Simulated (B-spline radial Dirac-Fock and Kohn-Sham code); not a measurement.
# X-ray scattering factor of Sm³²⁺

System: the Sm³²⁺ ion, configuration 1s2 2s2 2p6 3s2 3p6 3d10 4s2.

The run's input, task.json:

```json
{"items": [{
  "Z": 62,
  "q": 32,
  "cfg": [[1, 0, 2], [2, 0, 2], [2, 1, 6], [3, 0, 2], [3, 1, 6], [3, 2, 10], [4, 0, 2]],
  "A": 152,
  "rrms": 5.0819,
  "do": ["scatter"],
  "s": [0.0, 0.05, 0.1, 0.15, 0.2, 0.25, 0.3, 0.35, 0.4, 0.45, 0.5, 0.6, 0.7, 0.8, 0.9, 1.0, 1.1, 1.2, 1.4, 1.6, 1.8, 2.0, 2.5, 3.0, 3.5, 4.0, 5.0, 6.0],
  "pz": [0, 0.1, 0.2, 0.3, 0.4, 0.5, 0.6, 0.8, 1.0, 1.2, 1.4, 1.6, 1.8, 2.0, 2.5, 3.0, 4.0, 5.0, 7.0, 10.0, 15.0, 20.0, 30.0, 40.0, 60.0, 100.0],
  "hv_scatter": [5000, 8047.8, 17479.3, 20000, 30000, 100000, 200000, 1000000]
}]}
```

Command: `python xray_run.py task.json out`

Model: configuration-average Dirac-Fock orbitals. Program: a radial B-spline solver. f₀ is the Fourier transform of the spherical electron density, S the Waller-Hartree incoherent function, and s = sin θ/λ.

| s (Å⁻¹) | f₀ | S |
| --- | --- | --- |
| 0 | 30.000 | 0.000 |
| 0.05 | 29.966 | 0.040 |
| 0.1 | 29.866 | 0.157 |
| 0.15 | 29.701 | 0.348 |
| 0.2 | 29.473 | 0.606 |
| 0.25 | 29.184 | 0.924 |
| 0.3 | 28.839 | 1.290 |
| 0.35 | 28.441 | 1.697 |
| 0.4 | 27.995 | 2.133 |
| 0.45 | 27.506 | 2.589 |
| 0.5 | 26.980 | 3.058 |
| 0.6 | 25.834 | 4.011 |
| 0.7 | 24.599 | 4.957 |
| 0.8 | 23.314 | 5.886 |
| 0.9 | 22.009 | 6.799 |
| 1 | 20.713 | 7.701 |
| 1.1 | 19.445 | 8.594 |
| 1.2 | 18.219 | 9.475 |
| 1.4 | 15.928 | 11.178 |
| 1.6 | 13.881 | 12.756 |
| 1.8 | 12.091 | 14.186 |
| 2 | 10.559 | 15.478 |
| 2.5 | 7.779 | 18.219 |
| 3 | 6.192 | 20.383 |
| 3.5 | 5.299 | 22.075 |
| 4 | 4.702 | 23.410 |
| 5 | 3.713 | 25.349 |
| 6 | 2.844 | 26.626 |

f₀ starts at the number of electrons, 30, and has fallen to half at s ≈ 1.49 Å⁻¹. The sum of ⟨r²⟩ over the electrons is 1.820 bohr².

Values without a named source are computed, but for edge energies of neutral atoms, which are taken from tables.
